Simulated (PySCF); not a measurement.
Cl₄Ti, multiplicity 1. Atoms are numbered in the order given.

```xyz
5

Ti     0.0000     0.0000     0.0000
Cl     1.7583    -1.0152    -0.7178
Cl     0.0000     2.0303    -0.7178
Cl    -1.7583    -1.0152    -0.7178
Cl     0.0000     0.0000     2.1535
```

The structure is a stationary point at PBE0-D3(BJ)/def2-SVP. The spin state was assumed, not searched. The isomer is the one that the SMILES or the coordinates give; other isomers of the formula were not compared.

These are HF/def2-TZVP (PySCF) values and carry that method's errors.

Atomic charges (e):

| atom | meta-Löwdin | Löwdin |
|---|---|---|
| Ti1 | 1.60 | -0.52 |
| Cl2 | -0.40 | 0.13 |
| Cl3 | -0.40 | 0.13 |
| Cl4 | -0.40 | 0.13 |
| Cl5 | -0.40 | 0.13 |
